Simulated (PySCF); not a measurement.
## Silicon: a sound run and one with changed settings

Sound run: Si⁺ [Ne] 3s2 3p1, Si²⁺ [Ne] 3s2. Calculation: PySCF 2.14, in aug-cc-pV(D+d)Z (5s4p3d, 32 functions); no relativity, point nucleus. The sound run starts from symmetry-adapted Hartree-Fock orbitals and uses a fine grid where one is needed.

Changed run: initial guess minao, at most 50 SCF cycles, level shift 10.0 hartree.

| species | method | sound run (hartree) | changed run (hartree) | converged |
| --- | --- | --- | --- | --- |
| Si⁺ | UHF | -288.57000 | -288.56998 | no |
| Si⁺ | r2SCAN | -289.03325 | -289.03318 | no |
| Si⁺ | LDA | -287.89972 | -287.89961 | no |
| Si²⁺ | UHF | -287.98839 | -287.98839 | no |
| Si²⁺ | r2SCAN | -288.42627 | -288.42625 | no |
| Si²⁺ | LDA | -287.29815 | -287.29812 | no |

A level shift slows the SCF but leaves a converged energy unchanged.
